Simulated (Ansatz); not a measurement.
Ansatz results at the PBE0-D4/def2-TZVP geometry: HOMO energy (PBE0/def2-TZVPP) -7.51 eV; HOMO–LUMO gap (B3LYP/def2-TZVPP) 6.46 eV; LUMO energy (B3LYP/def2-TZVPP) -0.79 eV.

Each molecule was computed in one conformer, which needn't be the lowest.

Q: Which molecule gave them?
A. `[F][Hf]([F])([Cl])[c]1ccccc1`
B. `C[O][Hf]([F])([F])[O]C`
C. `[OH][Hf]([F])([SH])[Cl]`
D. `[NH2][Hf]([O][SiH3])([O][SiH3])[O][SiH3]`

A: D. The others give `[OH][Hf]([F])([SH])[Cl]`: -7.83, 6.21, -1.36; `[F][Hf]([F])([Cl])[c]1ccccc1`: -7.68, 5.61, -1.84; `C[O][Hf]([F])([F])[O]C`: -8.43, 7.67, -0.52.

B3LYP here is the variant with VWN-RPA as its local correlation; programs differ in this.
